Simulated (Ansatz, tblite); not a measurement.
Isomers of Sr₅O₆ (singlet), found by a short tight-binding search and relaxed with PBE-D4/def2-SVP in Ansatz.

In the def2 sets Sr takes a core potential; there is no spin–orbit coupling. The xTB rows come from tblite.

A: It holds 1 O–O bond. B: It holds 1 O–O bond.

Other spin states were run for one of them alone.

A:

```
atom    x (Å)    y (Å)    z (Å)
 Sr1  -2.4305   0.3685   2.3025
 Sr2   0.8163  -0.8566   0.3690
 Sr3  -1.0374  -3.4501   2.7251
 Sr4  -0.1345   2.1940  -1.0066
 Sr5   1.9963   1.4693  -3.5034
  O6  -2.3408  -1.6762   2.9960
  O7   1.9367   0.8438  -1.1743
  O8  -0.7953   0.8414   0.8487
  O9   0.5485  -2.8399   1.3950
 O10   0.6112   3.0097  -3.0202
 O11   0.8296   0.0960  -1.9318
```

B:

```xyz
11

Sr    1.1429   -1.3962   -0.2454
Sr    0.9813    2.1123    0.0290
Sr   -0.8528    0.5852   -2.4526
Sr    1.5838   -0.6756    3.1393
Sr   -1.9640    0.3888    0.7270
O    -1.1659   -1.2524   -0.8667
O     0.3208    0.3850    1.5573
O     2.3348   -1.9701    1.6543
O    -2.5204   -0.7722   -1.3002
O    -1.1871    2.0416   -0.6628
O     1.3266    0.5536   -1.5791
```

**Question.** Estimate their order by electronic energy at PBE0-D4/def2-TZVP, counted from the lowest.

**Answer.** B (0.0) < A (42.6), in kcal/mol.

**Question.** Do the other levels pick the same lowest one?

**Answer.** All that were run do. Energies above each level's lowest (kcal/mol):

```tsv
level	A	B
GFN1-xTB	33.1	0.0
GFN2-xTB	30.6	0.0
PBE-D4/def2-TZVP	41.6	0.0
r2SCAN-D4/def2-TZVP	44.8	0.0
PBE0-D4/def2-TZVP	42.6	0.0
```
Point groups (tolerance 0.1 Å): A not assigned, B not assigned. Lower isomers may exist.
